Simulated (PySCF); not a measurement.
Se(OH)(SH) (H₂OSSe), SMILES [Se](S)O. Geometry: PBE-D3(BJ)/def2-TZVP. One conformer was computed; it need not be the lowest.

TDA-B3LYP/def2-SVPD (PySCF) puts the lowest singlet excitations at 4.11, 4.13, 5.04, 5.40, 5.53, 5.79 eV.

Question: What are the lowest excitation roots from ADC(2)/aug-cc-pVDZ (PySCF 2.14.0)? (Estimate from the structure and the level; the computed values follow.)

Answer: 4.39, 4.52, 5.40, 5.66, 5.73, 5.91 eV. S1 differs by 0.28 eV (second minus first; roots are paired by order, and the bases may differ).
